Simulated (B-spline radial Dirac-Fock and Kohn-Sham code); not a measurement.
## X-ray form factors of thallium in several charge states

Calculated with a radial atomic solver, using relativistic Hartree-Fock (Dirac-Fock) wave functions, averaged over the configuration.

Configurations: Tl³⁷⁺ [Kr] 4d8; Tl³⁸⁺ [Kr] 4d7; Tl⁴⁵⁺ [Ar] 3d10 4s2 4p6; Tl⁴⁷⁺ [Ar] 3d10 4s2 4p4. The first column is f₀ of Tl³⁷⁺, the others are differences from it.

| s (Å⁻¹) | Tl³⁷⁺ | Δ Tl³⁸⁺ | Δ Tl⁴⁵⁺ | Δ Tl⁴⁷⁺ |
| --- | --- | --- | --- | --- |
| 0 | 44.000 | -1.000 | -8.000 | -10.000 |
| 0.05 | 43.940 | -0.996 | -7.973 | -9.968 |
| 0.1 | 43.762 | -0.986 | -7.894 | -9.871 |
| 0.15 | 43.468 | -0.968 | -7.763 | -9.711 |
| 0.2 | 43.061 | -0.943 | -7.584 | -9.491 |
| 0.25 | 42.547 | -0.913 | -7.358 | -9.215 |
| 0.3 | 41.932 | -0.876 | -7.089 | -8.887 |
| 0.35 | 41.225 | -0.835 | -6.783 | -8.511 |
| 0.4 | 40.433 | -0.789 | -6.443 | -8.095 |
| 0.45 | 39.567 | -0.740 | -6.076 | -7.644 |
| 0.5 | 38.636 | -0.688 | -5.686 | -7.165 |
| 0.6 | 36.623 | -0.579 | -4.863 | -6.150 |
| 0.7 | 34.478 | -0.469 | -4.018 | -5.104 |
| 0.8 | 32.283 | -0.363 | -3.193 | -4.079 |
| 0.9 | 30.109 | -0.266 | -2.423 | -3.118 |
| 1 | 28.018 | -0.181 | -1.736 | -2.254 |
| 1.1 | 26.057 | -0.111 | -1.149 | -1.511 |
| 1.2 | 24.255 | -0.055 | -0.672 | -0.901 |
| 1.4 | 21.185 | +0.013 | -0.041 | -0.080 |
| 1.6 | 18.805 | +0.035 | +0.222 | +0.277 |
